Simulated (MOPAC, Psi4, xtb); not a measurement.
Two rigid molecules brought together: C6H6 ··· H3ClSi (SMILES c1ccccc1 and [SiH3]Cl), singlet. Monomers: optimised at B3LYP-D3(BJ) (def2-TZVP), held rigid. Orientation: lowest of the rigid-body minima from ten starts at GFN2-xTB. The monomers approach along the line of their centres of mass (distance R); nothing else relaxes.

GFN1-xTB (xtb); PM3, restricted, heats of formation (MOPAC); PM6, restricted, heats of formation (MOPAC); SAPT0/jun-cc-pVDZ, frozen core (Psi4).

Interaction energies in kcal/mol:

```csv
R / Å,GFN1-xTB,PM3,PM6
2.90,3.02,8.92,2.08
3.09,-0.90,6.10,0.32
3.31,-2.54,4.19,-0.24
3.52,-2.79,2.97,-0.32
3.73,-2.57,2.10,-0.21
3.94,-2.21,1.48,-0.03
4.21,-1.75,0.97,0.19
4.50,-1.33,0.66,0.30
5.05,-0.79,0.37,0.31
5.73,-0.40,0.23,0.23
6.73,-0.16,0.14,0.14
8.02,-0.05,0.08,0.07
```

Estimate the SAPT0/jun-cc-pVDZ values at these points.

2.90: 11.07; 3.09: 4.22; 3.31: 0.38; 3.52: -1.09; 3.73: -1.53; 3.94: -1.50; 4.21: -1.24; 4.50: -0.92; 5.05: -0.48; 5.73: -0.20; 6.73: -0.05; 8.02: 0.00 (kcal/mol).
